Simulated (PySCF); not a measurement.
Electron correlation in Cu³⁺ (copper, charge +3)

[Ar] 3d8, high-spin 3F determinant. All numbers are calculated (PySCF 2.14, the spin-free X2C one-electron Hamiltonian (Gaussian nucleus), in x2c-TZVPPall). Frozen: [Ne]; 16 electrons correlated.

| level | correlation energy (mhartree) |
| --- | --- |
| CCSD | -513.71 |
| (T) | -6.60 |
| CCSD(T) | -520.31 |

Diagnostics: T1 = 0.0055, D1 = 0.0104, largest double amplitude 0.016.

Cost of the coupled-cluster step: about 18 core-seconds, for 16 correlated electrons.

This basis was not built for core-valence correlation, so the inner-shell part is incomplete.
